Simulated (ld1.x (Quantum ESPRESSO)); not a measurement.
Te: TM pseudisation with LDA (PZ), scalar-relativistic reference atom.

ld1.x (Quantum ESPRESSO) 7.5 input, shortened:

```
&input
   title='Te', zed=52., rel=1, dft='PZ', iswitch=3,
   config='[Kr] 4d10 5s2 5p4'
 /
 &inputp
   pseudotype=2, tm=.true., lloc=-1, rcloc=1.50,
   nlcc=.true., new_core_ps=.true.
 /
2
5S  1  0   2.00   0.00  1.85  1.85  0.0
5P  2  1   4.00   0.00  1.75  1.75  0.0
 &test
   configts(1)='5s2 5p4'
 /
```

All-electron outer shells of the reference configuration (LDA (PZ), scalar-relativistic, ld1.x):

```csv
shell,level (eV),outermost node (bohr),outermost maximum (bohr)
4p,-114.19,0.38,0.74
4d,-41.70,0.36,0.81
5s,-15.36,0.91,1.77
5p,-6.12,1.00,2.17
```

Calculated quality:

```json
{
  "Cutoffs needed": "35 Ry and 70 Ry (the cutoffs (Ry, on a coarse ladder) from which the occupation-weighted sum of valence levels, in a spherical-Bessel basis at the reference potential, stays within 10 and 1 mRy of its value at 400 Ry)",
  "Ghost test": "ghost states, extra bound levels that the all-electron valence spectrum of the same l lacks: s at -83.9 eV, d at -10.2 eV; a true bound ghost makes a file unfit for plane-wave use (spherical-Bessel basis up to 400 Ry, 20 bohr box)",
  "Largest excitation error": "-259 meV (all-electron minus pseudo) for 5s2 5p0, out of 7 test configurations"
}
```

Generation and tests took about 1.4 s on one core of a shared server CPU.
